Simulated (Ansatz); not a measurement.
Program: Ansatz. Geometries: PBE0-D4/def2-TZVP. ΔE: electronic, gas phase. CBS: MP2 limit from def2 TZ/QZ plus the TZ coupled-cluster correction, frozen cores. DFT in def2-TZVPP. For Ga outer-core shells are correlated without core-valence functions, which leaves a few kJ/mol of doubt a bond. Scalar relativity is left out up to krypton. One conformer a species, not always the lowest.

`B/C=C1\O[SiH2]1` + `[CH3][Ga]([CH3])[F]` → `B[CH2][Ga]([CH3])[F]` + `C=C1O[SiH2]1`  (formal exchange of groups at a B–C bond)

```csv
level,ΔE (kJ/mol)
PBE-D4,10.0
PBE0-D4,8.2
B2PLYP,10.4
r2SCAN,9.7
HF/def2-TZVPP,11.0
MP2/def2-TZVPP,6.5
CCSD(T)/def2-TZVPP,4.5
SCS-MP2/def2-QZVPP,6.2
```

(1) What does CCSD(T)/CBS give? (Estimate.)

Largest T1 diagnostic among the species: 0.016.

## Answers

(1) Computed: +3.9 kJ/mol. The listed levels differ from it by 6.1, 4.3, 6.5, 5.8, 7.1, 2.6, 0.6, 2.3 kJ/mol.

In def2-TZVPP, CCSD(T) changes the Hartree–Fock value by −6.5 kJ/mol (the triples alone add +0.5 kJ/mol) and MP2 by −4.6 kJ/mol.
